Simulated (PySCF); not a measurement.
CdO: from constants to spectrum

PBE0 constants of CdO, ³Π (triplet), unpaired electrons σ ↑, π ↑ (basis Cd cc-pVDZ-PP with ECP28, O cc-pVDZ; scalar-relativistic core potentials; PySCF 2.14; masses 113.9034 and 15.9949 u):

```
ωe           : 414.6 cm⁻¹
ωexe         : 5.5 cm⁻¹
Be           : 0.27466 cm⁻¹
αe           : 0.00364 cm⁻¹
De to Cd + O : 0.89 eV
```

**Question.** What force constant and bond length do these constants imply?

**Answer.** Reduced mass μred = 14.025 u; k = 5.8918×10⁻⁷·μred·ωe² (u, cm⁻¹, mdyn/Å) = 1.42 mdyn/Å; Re = √(16.8576/(μred·Be)) (u, cm⁻¹, Å) = 2.092 Å.

**Question.** Estimate the centrifugal constant D from the Kratzer relation and find the Dunham coefficient a1.

**Answer.** D = 4Be³/ωe² = 4.82e-07 cm⁻¹; a1 = −1 − αeωe/(6Be²) = -4.33.

Spin–orbit coupling is left out. The state was picked by a PBE0 search and need not be the measured ground state.
